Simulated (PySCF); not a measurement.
**C₅H₈ClFSi: full NMR table**

```yaml
Formula: C5H8ClFSi
SMILES: C=C1C[C@@H]([SiH2]Cl)[C@H]1F
InChI: InChI=1S/C5H8ClFSi/c1-3-2-4(8-6)5(3)7/h4-5H,1-2,8H2/t4-,5+/m1/s1
Point_group_of_the_computed_structure: C1
Degrees_of_unsaturation: 2
Carbon_signals: 5
Proton_signals: 8
```

Numbering as in the mapped SMILES `[CH2:1]=[C:2]1[CH2:3][C@@H:4]([SiH2:5][Cl:6])[C@H:7]1[F:8]` (H(Xn): hydrogen on atom n). Ha(C1) is cis to C3; Ha(C3) is cis to Si5 on the ring; Ha(Si5) is pro-R; Hb(Si5) is pro-S; Hb(C1) is trans to C3; Hb(C3) is trans to Si5 on the ring.

All values are calculated (PySCF 2.14.0 with density-fitted response routines): coordinates at the GFN2-xTB level, PBE0/pcSseg-1 with gauge-including orbitals. A single conformation, no relativistic terms, isolated molecule.

Shifts are taken against calculated references (same method and geometry level): 1H and 13C and 29Si against TMS; 19F vs CFCl3.

| carbon | δC, type | δH (multiplicity) | HMBC from (2–3 bonds) | span of the C tensor (ppm) |
| --- | --- | --- | --- | --- |
| C1 | 120.7, CH2 | Hb(C1) 5.87 (m); Ha(C1) 5.61 (m) | H(C7), Hb(C3), Ha(C3) | 215 |
| C2 | 156.0, C | – | Hb(C1), H(C7), Ha(C1), Hb(C3), Ha(C3), H(C4) | 212 |
| C3 | 27.8, CH2 | Ha(C3) 2.73 (m); Hb(C3) 2.75 (m) | Hb(C1), H(C7), Ha(C1), Ha(Si5), Hb(Si5), H(C4) | 27 |
| C4 | 30.3, CH | 2.34 (m) | H(C7), Ha(Si5), Hb(Si5), Hb(C3), Ha(C3) | 52 |
| C7 | 93.6, CH | 5.67 (m) | Hb(C1), Ha(C1), Ha(Si5), Hb(Si5), Hb(C3), Ha(C3), H(C4) | 80 |

Other nuclei:
```tsv
atoms	nucleus	environment	δ (ppm)	σ (ppm)
Ha(Si5)	1H	hydrogen on a silicon bonded to C, Cl	5.30	26.41
Hb(Si5)	1H	hydrogen on a silicon bonded to C, Cl	5.10	26.62
F8	19F	fluorine on an sp3 carbon	-196.8	367.8
Si5	29Si	silicon bonded to C, Cl, 2 H	-13.5	362.7
```

Carbon types of the structure: 1 × C, 2 × CH, 2 × CH2, leaving 2 H on heteroatoms. δC 156.0: fully substituted alkene carbon; as expected for a trigonal carbon in a double bond. δC 120.7: terminal =CH2 carbon; as expected for a trigonal carbon in a double bond. δC 93.6: allylic sp3 CH bonded to F; pulled downfield by the heteroatom. δH 5.67: hydrogen on an allylic sp3 CH bonded to F; its carbon carries F, an electronegative neighbour. δH 2.75, 2.73: hydrogen on an allylic sp3 CH2; allylic position.

Splittings by 19F in the carbon and heteronuclear signals aren't shown, as no couplings were computed. Shifts are as computed. Against solution values, carbons near 30 ppm lie about +3 ppm off and those near 130 ppm about +5 ppm. Of 1211 compounds with measured shifts, 218 miss one by over three times the rms of a fit or turn the order of signals round; such compounds aren't used in these exercises. Unscaled 19F shifts against computed CFCl3 carry errors that often reach 10 to 50 ppm. Multiplicities follow the n + 1 count of equivalent neighbours, as no J values were calculated; m marks all less simple cases, F and P coupling included.
